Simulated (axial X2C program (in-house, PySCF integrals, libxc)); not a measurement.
# Ω levels of ErCN⁺ from open-shell CI on f12 s0

Calculated with an in-house all-electron X2C program for linear molecules (integrals from PySCF): two-component X2C with atomic mean-field Coulomb and Gaunt terms, basis Er dyall-v3z, C dyall-v3z, N dyall-v3z (cores contracted in-house). Orbitals come from Hartree–Fock averaged over the configuration Er f12 s0; CI then distributes these electrons over the f, s shells of Er.

Er–C–N held linear, bonds 2.374 and 1.160 Å (the second held) (near the minimum of the configuration average).

Active spinors (ω > 0):

```json
{"shell": "f", "ω": "5/2", "ε (eV)": "-16.70", "character": "100% Er f"}
{"shell": "f", "ω": "3/2", "ε (eV)": "-16.66", "character": "100% Er f"}
{"shell": "f", "ω": "1/2", "ε (eV)": "-16.61", "character": "100% Er f"}
{"shell": "f", "ω": "7/2", "ε (eV)": "-15.55", "character": "100% Er f"}
{"shell": "f", "ω": "5/2", "ε (eV)": "-15.51", "character": "100% Er f"}
{"shell": "f", "ω": "3/2", "ε (eV)": "-15.48", "character": "100% Er f"}
{"shell": "f", "ω": "1/2", "ε (eV)": "-15.44", "character": "100% Er f"}
{"shell": "s", "ω": "1/2", "ε (eV)": "-5.56", "character": "72% Er s, 20% Er p, 4% Er d"}
```

Lowest levels of this model:

| Ω | energy (cm⁻¹) | g∥ | configuration |
| --- | --- | --- | --- |
| 0 | 0 | 0.00 | 100% f12 |
| 1 | 18 | 2.34 | 100% f12 |
| 2 | 77 | 4.69 | 100% f12 |
| 3 | 194 | 7.04 | 100% f12 |
| 4 | 381 | 9.37 | 100% f12 |
| 5 | 626 | 11.68 | 100% f12 |
| 6 | 872 | 13.99 | 100% f12 |
| 3 | 6470 | 6.78 | 100% f12 |
| 4 | 6497 | 8.94 | 100% f12 |
| 2 | 6522 | 4.63 | 100% f12 |
| 0 | 6527 | 0.00 | 100% f12 |
| 1 | 6536 | 2.33 | 100% f12 |
| 0 | 6717 | 0.00 | 100% f12 |
| 1 | 6750 | 1.90 | 100% f12 |
| 2 | 6862 | 3.86 | 100% f12 |
| 3 | 7040 | 5.99 | 100% f12 |
| 4 | 7251 | 8.18 | 100% f12 |
| 5 | 7521 | 10.31 | 100% f12 |
| 1 | 11281 | 1.92 | 100% f12 |
| 0 | 11285 | 0.00 | 100% f12 |
| 2 | 11331 | 3.81 | 100% f12 |
| 3 | 11507 | 5.75 | 100% f12 |
| 4 | 11665 | 7.69 | 100% f12 |
| 0 | 14511 | 0.00 | 100% f12 |
| 0 | 15920 | 0.00 | 100% f12 |

g∥ is the magnitude of 2⟨Lz + ge Sz⟩ for the +Ω component.

This point took 2.6 s on 1 thread of Arm Neoverse V1, with other jobs on the host.

There is no dynamic correlation: spin–orbit spacings and, for f shells, spacings inside one term are the most reliable numbers, splittings between terms come out too wide, and energies between configurations are not reliable, so the lowest level need not be the ground state of the molecule. At most 4 roots were kept for each Ω > 0 (twice that for Ω = 0) within 2.2 eV of the lowest, so higher up levels can be missing between those listed; levels with Ω > 0 are doubly degenerate and listed once, Ω = 0 levels singly. States that fill the shells left empty in the average are placed too high. The molecule was held linear; bending was not examined.
